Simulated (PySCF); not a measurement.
**Fractional electron number in Ti²⁺ (titanium, charge +2)**

The 3d alpha orbital of [Ar] 3d2 is emptied in steps (occupation f), with all orbitals relaxed, ending at [Ar] 3d1. Calculation: PySCF 2.14, in aug-cc-pVTZ (8s7p5d3f2g, 93 functions); the non-relativistic Hamiltonian (point nucleus). The exact energy is a straight line in f; departures are measured from the line between the end points of the same method.

| f | UHF (eV) | LDA (eV) | PBE (eV) |
| --- | --- | --- | --- |
| 1 | 0.000 | 0.000 | 0.000 |
| 0.9 | 0.114 | -0.659 | -0.646 |
| 0.7 | 0.260 | -1.555 | -1.523 |
| 0.5 | 0.302 | -1.871 | -1.830 |
| 0.3 | 0.247 | -1.587 | -1.550 |
| 0.1 | 0.103 | -0.686 | -0.669 |
| 0 | 0.000 | 0.000 | 0.000 |

For UHF, how does the orbital energy at f = 1 compare with the removal energy?

−ε = 28.058 eV against a total-energy difference of 26.768 eV. By Janak's theorem ε = ∂E/∂f, so the gap between them reflects the curvature. Along the path −ε is 27.770 (f = 0.9), 27.229 (f = 0.7), 26.730 (f = 0.5), 26.267 (f = 0.3), 25.836 (f = 0.1) eV.

```json
{"method": "UHF", "E(f=0) − E(f=1) (eV)": "26.768", "−ε at f=1 (eV)": "28.058", "−ε at f=0.5 (eV)": "26.730"}
{"method": "LDA", "E(f=0) − E(f=1) (eV)": "28.184", "−ε at f=1 (eV)": "20.910", "−ε at f=0.5 (eV)": "28.088"}
{"method": "PBE", "E(f=0) − E(f=1) (eV)": "28.099", "−ε at f=1 (eV)": "20.958", "−ε at f=0.5 (eV)": "28.019"}
```

Reference removal energy between the ground levels: 27.492 eV (measured; NIST Atomic Spectra Database, ionization energies). The calculation has no spin-orbit coupling. UHF lacks correlation.
